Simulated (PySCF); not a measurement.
SMILES c1cc[se]c1Oc1ccccc1 (C10H8OSe) (GFN2-xTB optimised geometry):

```
20

C      2.257     2.113     0.033
C      2.948     0.912     0.016
C      2.263    -0.286     0.000
C      0.871    -0.286     0.000
O      0.256    -1.515    -0.040
C     -1.009    -1.650     0.412
C     -1.973    -2.393    -0.189
C     -3.179    -2.501     0.550
C     -3.188    -1.850     1.736
Se    -1.572    -1.001     2.103
C      0.174     0.916     0.000
C      0.874     2.110     0.021
H      2.796     3.048     0.052
H      4.028     0.908     0.019
H      2.783    -1.232    -0.012
H     -1.827    -2.852    -1.151
H     -4.028    -3.048     0.178
H     -3.999    -1.798     2.439
H     -0.906     0.919    -0.037
H      0.328     3.041     0.021
```

Method: PBE0/def2-SVP in PySCF.

Q: What are the frontier orbital energies and the dipole moment?

A: HOMO-2 -7.19 eV, HOMO-1 -6.95 eV, HOMO -6.19 eV, LUMO -0.59 eV, LUMO+1 -0.35 eV; dipole moment 0.83 D.

Meta-Löwdin charges at PBE0/def2-SVP: C1 -0.12, C2 -0.10, C3 -0.13, C4 0.20, O5 -0.29, C6 0.06, C7 -0.17, C8 -0.13, C9 -0.26, Se10 0.25, C11 -0.15, C12 -0.10, H13 0.11, H14 0.11, H15 0.12, H16 0.12, H17 0.12, H18 0.13, H19 0.12, H20 0.11.
